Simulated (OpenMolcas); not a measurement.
## Nd V: effect of the basis set

```yaml
Program: OpenMolcas 26.06
Method: "SS-CASPT2, IPEA 0.25 Eh, imaginary shift 0.1 Eh (closed shells correlated: 5s 5p)"
Active_space: 2 electrons in 14 orbitals (4f 5f)
State_averaging: 2S+1 = 3 even, 18 roots; 2S+1 = 1 even, 27 roots
Spin-orbit_coupling: RASSI with atomic mean-field integrals over the reference wave functions, term energies averaged over their components
```

A. ANO-R2 [8s7p4d3f1g], X2C, finite nucleus; CASPT2 step about 40 core-minutes
B. ANO-RCC-VTZP [8s7p5d3f2g1h], DKH2, point nucleus; CASPT2 step roughly 40 core-minutes
C. ANO-RCC-VQZP [9s8p6d4f3g2h], DKH2, point nucleus; CASPT2 step of the order of 40 core-minutes

Energies in cm⁻¹ above 4f² ³H₄, the measured ground level; measured values from the list in Carvajal Gallego et al., Mon. Not. R. Astron. Soc. 518, 332 (2023).

```tsv
Level	A	B	C	Measured
4f² ³H₄	0.0	0.0	0.0	0.0
4f² ³H₅	2990	3010	3010	2834
4f² ³H₆	6100	6140	6120	5743
4f² ³F₂	6550	6440	6350	5894
4f² ³F₃	8500	8410	8320	7785
4f² ³F₄ [59 %]	8960	8870	8770	8311
4f² ¹G₄ [57 %]	12990	12910	12800	12270
4f² ¹D₂	24470	24180	23910	20551
```

Deviations, from unrounded energies. A percentage is the sum of absolute deviations over the sum of measured energies, with the sign that they share, or ± where signs differ.

```json
{"Against measurement": "mean absolute deviation (cm-1)", "Levels": "7", "A": "1000", "B": "940", "C": "840"}
{"Against measurement": "fine structure of the ground term (%)", "Levels": "2", "A": "+6.0", "B": "+6.7", "C": "+6.4"}
{"Against measurement": "other terms of the ground configuration (%)", "Levels": "5", "A": "+12.2", "B": "+10.9", "C": "+9.7"}
```

C lies closest to measurement on these levels and A furthest from it. The largest miss of C in the table is 4f² ¹D₂, by +3400 cm-1. The ranking rests on the paired levels alone, and a cruder setting can come out closer through cancelling errors.

Among A to C the level of the table that moves most is 4f² ¹D₂, by 560 cm-1 (lowest in C, highest in A). Moves below CASPT2's spread within the term are not significant.

CASPT2 does not keep the components of a term degenerate, so their means are used; among the terms shown or strongly mixed into the levels shown the widest spread is 390 cm-1 (4f² ¹G, A). Active for correlation alone: 5f; no level in the range computed is led by a configuration that fills it, so any true level of that kind is missing. Some terms miss by over 15 % even with CASPT2, which points to a basis or an active space too small for the shells correlated. Measured partners are found by configuration, term and J. A level has none where our copy of the source lacks it or the pairing is in doubt (some pairs that miss far off the trend of their configuration count as doubtful), and it then counts in no deviation. Levels of configurations outside the active space are missing. Levels that lie high or do not pair safely by name in every column are left out.

A share in square brackets marks a mixed level and gives the weight of the term that names it, the lowest over the columns.
